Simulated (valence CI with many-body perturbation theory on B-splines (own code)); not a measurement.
## Hyperfine factors and g values of Rb²⁴⁺

Computed by configuration interaction combined with many-body perturbation theory (CI+MBPT): three valence electrons over a frozen Dirac-Fock core [Ne], radial functions for each j: 11 s, 11 p, 9 d, 7 f, 5 g, 2 h, 1 i, with the one-electron correlation potential Σ1, the two-electron term Σ2, the three-electron term Σ3, Breit, model QED; selected CI, second order for the rest (own B-spline code, finite nucleus).

No measured levels were compared; by estimate levels of excited configurations hold to 0.05 to 0.15 % of their energy, terms of the ground configuration to about 0.5 %.

A/g_I is the dipole constant over the nuclear g factor μ/I (μ in nuclear magnetons, uniformly magnetised nucleus), B/Q the quadrupole constant per barn. Both hold the static response of the core; the bare values leave it out. Large factors of s and p1/2 electrons are usually good to 5 to 10 %; those of open d and f shells near neutrality can be off by tens of per cent, and small factors of p3/2, d and f electrons come from cancelling terms and can be off by a factor of two or in sign, in half-filled shells by more. B is blank for J = 1/2, where it vanishes, and for nearly pure S terms. Energies count from the lowest level.

Names give the largest LS component (configuration and term), which can be under half, so a name can repeat, a term be missing and a line seem to break the LS rules; names also repeat where a configuration has a term twice. Letters in brackets count levels of one name in rising energy.

```
               Level  E (eV)      g  A/g_I (MHz)  A/g_I bare  B/Q (MHz/b)  B/Q bare
      3s2 3p 2P°_1/2    0.00  0.662       103000       99100                       
      3s2 3p 2P°_3/2   13.79  1.332        19100       19000        34300     33300
       3s 3p2 4P_1/2   53.63  2.583       235000      228000                       
       3s 3p2 4P_3/2   61.23  1.715        85600       83300        27900     27100
       3s 3p2 4P_5/2   66.14  1.510        92500       89700       -14500    -14100
       3s 3p2 2D_3/2   76.25  0.841        -9020       -8210        38900     37800
       3s 3p2 2D_5/2   81.12  1.285        79100       76400        41300     40200
       3s 3p2 2P_1/2   85.92  1.195        52200       50400                       
       3s 3p2 2S_1/2   99.67  1.552       282000      270000                       
       3s 3p2 2P_3/2  100.78  1.276       -22800      -20700       -29900    -29000
       3s2 3d 2D_3/2  110.02  0.826        -1390        -693         9990     10100
       3s2 3d 2D_5/2  111.81  1.199        15100       15100        14900     15000
         3p3 2D°_3/2  136.89  1.187         9840       10300        26200     25500
         3p3 2D°_5/2  143.95  1.191        44100       43100       -12600    -12100
         3p3 4S°_3/2  145.23  1.494        -8800       -6680        -7950     -7670
    3s 3p 3d 4F°_3/2  148.68  0.519       -29400      -28000        13500     13400
    3s 3p 3d 4F°_5/2  151.35  1.050        33300       32600         7770      7920
    3s 3p 3d 4F°_7/2  155.57  1.250        51300       50000         8720      9020
         3p3 2P°_1/2  157.64  0.661        91000       87000                       
    3s 3p 3d 4P°_5/2  159.61  1.467        55100       53800        12300     12300
    3s 3p 3d 4D°_3/2  159.95  1.348        36500       36100         6340      6250
    3s 3p 3d 4D°_1/2  160.54  0.258      -111000     -106000                       
    3s 3p 3d 4F°_9/2  163.30  1.332        45800       44800        42000     41400
         3p3 2P°_3/2  164.18  1.312        10100       10800       -14500    -14100
    3s 3p 3d 4D°_5/2  168.94  1.181        35500       34900         4050      4070
    3s 3p 3d 4D°_7/2  169.30  1.402        54200       53000        -9040     -8600
    3s 3p 3d 4P°_3/2  169.75  1.416        37600       37200        -8730     -8720
    3s 3p 3d 4P°_1/2  169.76  2.422       177000      172000                       
3s 3p 3d 2F°_5/2 [a]  170.10  1.169        43300       42300         5410      5460
    3s 3p 3d 2D°_3/2  171.28  1.001          215         781       -12400    -11900
3s 3p 3d 2D°_5/2 [a]  174.83  1.188        60600       58700        -4710     -4330
3s 3p 3d 2F°_7/2 [a]  182.26  1.141         5940        6430        41800     41200
3s 3p 3d 2P°_3/2 [a]  185.21  1.139        12300       12600         1010      1210
3s 3p 3d 2F°_7/2 [b]  191.51  1.151        41400       40300        39000     38500
3s 3p 3d 2P°_1/2 [a]  192.19  0.655      -111000     -106000                       
3s 3p 3d 2F°_5/2 [b]  192.35  0.888       -18300      -16900        33100     32600
3s 3p 3d 2P°_1/2 [b]  195.62  0.658        47900       46300                       
3s 3p 3d 2P°_3/2 [b]  197.36  1.149        74700       72000         1180      1440
3s 3p 3d 2D°_5/2 [b]  198.18  1.163       -16100      -14500       -20500    -19600
3s 3p 3d 2P°_3/2 [c]  198.62  1.148        -3140       -2050       -19500    -18900
```

Task: Take the isotope of mass number 85, with I = 5/2, μ = 1.35306 μN and Q = 0.276 b. What is the hyperfine structure of 3s2 3p 2P°_1/2?

Result: From the table A = 55700 MHz. Shifts from the centre of gravity in MHz: F = 2: -97500, F = 3: 69600.
